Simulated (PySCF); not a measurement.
Compound: C5H9N2 (charge +1).
SMILES with atom numbers: `[CH3:1][n:2]1[cH:3][cH:4][n+:5]([CH3:6])[cH:7]1`

Probes without a nucleus sit at each ring's centroid and 1 Å off its mean plane on both sides; NICS is minus the shielding there, NICSzz its component along the normal. Level: GIAO B3LYP/pcSseg-1 (PySCF, non-relativistic, gas phase) on the PBE0-D3(BJ)/def2-SVP geometry, one conformer.

Ring bond lengths (Å): N2–C3 1.375, C3–C4 1.364, C4–N5 1.375, N5–C7 1.333, C7–N2 1.333.

Give the NICS values of each ring in ppm.

```json
{"ring": "N2–C3–C4–N5–C7", "type": "5-membered ring with 2 N; formal bonds all aromatic", "NICS(0)": "-13.5", "NICS(1), two faces": "-10.2 / -10.2", "NICS(1)zz, two faces": "-26.9 / -26.8", "rms pucker (Å)": "0.00", "centre to ring atoms, mean (Å)": "1.15"}
```

What do they say, and how far can they be read as aromaticity?

- N2–C3–C4–N5–C7: mean NICS(1)zz -26.9 ppm, shielded. For a flat ring without four-coordinate atoms the NICS criterion counts such a value as aromatic.

What does the geometric index give? HOMA takes Krygowski's 1993 parameters.

- N2–C3–C4–N5–C7: HOMA 0.91; the largest term is that of C4–N5, α(R − Ropt)² = 0.16. The geometric and the magnetic index point the same way.

At the second NICS(1) probe listed for ring N2–C3–C4–N5–C7, 1 Å off the ring, what do the in-plane components average?

The isotropic value is a third of the trace: (3 × -10.2 − (-26.8))/2 = -1.9 ppm.

List the ring angles.

- N2–C3–C4–N5–C7: N2 108.6°, C3 107.0°, C4 107.0°, N5 108.6°, C7 108.8°; sum 540.0° against 540° for a flat convex ring.

What are the shieldings of the ring atoms and their hydrogens in the same run (means over atoms taken as equivalent)?

```csv
atoms,environment,σ isotropic (ppm)
N2 (×2),nitrogen bonded to 3 C,51.9
C3 (×2),aromatic CH next to a ring nitrogen,46.8
C7,aromatic CH next to a ring nitrogen,39.7
H on C3 (×2),aromatic hydrogen,23.92
H on C7,aromatic hydrogen,23.82
```

How do the values depend on the level or the medium?

```tsv
level	NICS(0), N2–C3–C4–N5–C7	mean NICS(1)zz, N2–C3–C4–N5–C7
B3LYP/pcSseg-1, gas	-13.5	-26.9
PBE0/pcSseg-1, gas	-13.9	-27.3
```

The geometry is the same throughout.

Hardware: Arm Neoverse V2, one thread, no GPU, on a shared host. Cost: 14 s. This is the whole shielding run at B3LYP/pcSseg-1, SCF included.
